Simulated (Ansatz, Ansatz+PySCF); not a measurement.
| atom | x (Å) | y (Å) | z (Å) |
| --- | --- | --- | --- |
| P | 0.0000 | 0.0000 | 0.0000 |
| O | 0.0000 | 0.0000 | 1.8200 |

Basis set: 6-31G (spherical functions). Frozen core: 6 orbitals. Correlation on ROHF uses semicanonical orbitals with singles. Charge 0, multiplicity 2.

Computed with Ansatz (development build ahead of 0.2.0); the reference of a correlated method needn't be the lowest determinant of its kind.

Question: Give the atomization energy at this shape (free ground-state atoms in the same class of orbitals less the molecule, no zero-point energy) of doublet PO by ROHF-CCSD(T), UHF-CCSD(T).

Answer:

```json
{"method": "ROHF-CCSD(T)", "atomization energy": "2.87 eV"}
{"method": "UHF-CCSD(T)", "atomization energy": "2.84 eV"}
```

Caution: the reference determinant was not shown to be the lowest; the shape is not the minimum. Caution for ROHF-CCSD(T): an unrestricted determinant lies well below; large share of triples, a single reference is doubtful; the program doubts this total. Caution for UHF-CCSD(T): a plain start can end on a higher determinant; large amplitudes, a single reference is doubtful; the unrestricted determinant is a mixture of spin states.

This basis has no polarisation functions and is too small for such energies, which can lie far from measured ones in either direction.
